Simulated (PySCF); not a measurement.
## Two-component Hartree-Fock for Cu²⁷⁺ (copper, charge +27)

Start: 1s2. Calculated with PySCF 2.14 in an uncontracted even-tempered set (17 s from 3.7 bohr⁻², ratio 2.6; 11 p from 4.8 bohr⁻², ratio 2.6; 6 d from 5 bohr⁻², ratio 2.8; 3 f from 220 bohr⁻², ratio 2.8): generalised Hartree-Fock with the X2C-1e Hamiltonian and a Gaussian nucleus; spin-orbit coupling (SO) screened by Boettger's factors.

```
spinor shell  electrons  ε, screened SO (eV)  weight of nominal j (screened SO)  rms radius, screened SO (bohr)
       1s1/2          2             -11072.3                              1.000                          0.0595
```

| quantity | screened SO |
| --- | --- |
| E (hartree) | -832.14930 |
| M_J | 0 |
| ⟨J²⟩ | 0.000 |
| ⟨L²⟩ | 0.000 |
| ⟨S²⟩ | 0.000 |
